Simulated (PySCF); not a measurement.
## Electron correlation in Fe⁺ (iron, charge +1)

[Ar] 3d6 4p1, one real determinant (an excited configuration). Calculation: PySCF 2.14, in def2-TZVPPD; no relativity, point nucleus. Frozen: [Ar]; 7 electrons correlated.

MP2 pair energies summed by pair of shells (mhartree):

```csv
pair,energy,share (%)
3d-3d,-122.36,92.2
3d-4p,-10.34,7.8
```

Total MP2 correlation energy: -132.70 mhartree.

Same-spin part -79.03 and opposite-spin part -53.66 mhartree; SCS-MP2 scales them by 1/3 and 6/5 to -90.74 mhartree.

The reference is one real determinant that mixes LS terms of this configuration.
